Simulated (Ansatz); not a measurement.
Potential energy curve for GeC, lowest triplet found (which spin is the ground state isn't settled by this scan).

Level of theory: full CI/cc-pVDZ, cores with 3d frozen in Ansatz (a first-principles code).

Q: Relative to R = 1.86 Å, what are the energies at R = 1.40, 2.04, 2.13, 2.34 Å?

A: 114.6 kcal/mol at 1.40 Å, 7.0 kcal/mol at 2.04 Å, 13.1 kcal/mol at 2.13 Å, 29.1 kcal/mol at 2.34 Å.

The scan ran from 1.40 to 6.64 Å; beyond the distances shown full CI changes its symmetry label.
